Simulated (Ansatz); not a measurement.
The inner images of a band of Cl$_{3}$H$_{4}$NOTi (10 atoms, charge 0, multiplicity 1) are given out of order.

All numbers below come from RKS PBE0/def2-SVP in Ansatz.

Initial state:

```xyz
10
Properties=species:S:1:pos:R:3
Ti -0.059 -0.109 0.321
N -0.063 0.323 2.097
H -0.469 1.169 2.488
H 0.354 -0.288 2.794
Cl 1.923 0.065 -0.721
Cl -1.099 1.673 -0.393
Cl -1.470 -1.743 -0.294
O 1.022 -1.928 1.220
H 1.857 -1.954 0.728
H 0.494 -2.676 0.901
```

Final state:

```xyz
10
Properties=species:S:1:pos:R:3
Ti 0.041 -0.621 0.078
N 0.627 0.123 2.133
H -0.107 -0.099 2.807
H 0.779 1.132 2.148
Cl 2.032 0.207 -0.474
Cl -1.697 0.727 0.410
Cl -0.534 -1.479 -1.882
O 0.041 -2.153 0.973
H -0.182 -2.973 0.513
H 1.489 -0.333 2.434
```

Question: Put them in order from the first end to the last, with their energies above the first end.
A.
```xyz
10
Properties=species:S:1:pos:R:3
Ti 0.183 -0.488 0.059
N 0.283 -0.001 2.182
H -0.623 0.244 2.578
H 0.964 0.710 2.441
Cl 1.994 0.319 -0.846
Cl -1.209 1.294 0.040
Cl -1.016 -1.720 -1.324
O 0.741 -1.997 0.963
H 0.584 -2.879 0.613
H 0.589 -0.951 2.434
```
B.
```xyz
10
Properties=species:S:1:pos:R:3
Ti 0.053 -0.081 0.242
N -0.038 0.187 2.072
H -0.691 0.844 2.490
H 0.750 0.002 2.690
Cl 1.975 0.366 -0.722
Cl -1.229 1.610 -0.305
Cl -1.154 -1.750 -0.661
O 1.167 -1.891 1.124
H 1.150 -2.578 0.442
H 0.505 -2.178 1.769
```
C.
```xyz
10
Properties=species:S:1:pos:R:3
Ti 0.111 -0.566 0.059
N 0.433 0.059 2.197
H -0.462 0.319 2.612
H 1.082 0.831 2.342
Cl 1.987 0.269 -0.696
Cl -1.446 1.050 0.208
Cl -0.828 -1.633 -1.640
O 0.431 -2.097 0.956
H 0.397 -2.918 0.448
H 0.785 -0.782 2.653
```
D.
```xyz
10
Properties=species:S:1:pos:R:3
Ti 0.156 -0.279 0.120
N 0.229 -0.058 2.147
H -0.661 0.220 2.561
H 0.921 0.643 2.421
Cl 1.966 0.447 -0.822
Cl -1.236 1.426 -0.021
Cl -1.013 -1.699 -1.114
O 0.939 -1.963 1.037
H 0.540 -2.827 0.876
H 0.648 -1.378 1.934
```
E.
```xyz
10
Properties=species:S:1:pos:R:3
Ti 0.053 -0.606 0.069
N 0.570 0.114 2.161
H -0.290 0.279 2.685
H 1.122 0.970 2.180
Cl 1.993 0.274 -0.525
Cl -1.679 0.770 0.354
Cl -0.594 -1.534 -1.836
O 0.165 -2.144 0.962
H 0.054 -2.965 0.464
H 1.094 -0.627 2.626
```

Answer: B (+4.5 kcal/mol), D (+14.0 kcal/mol), A (-7.8 kcal/mol), C (-14.4 kcal/mol), E (-17.7 kcal/mol).

Run time: 7.9 min on 4 threads of Arm Neoverse V1 (shared host), peak memory 0.43 GiB.
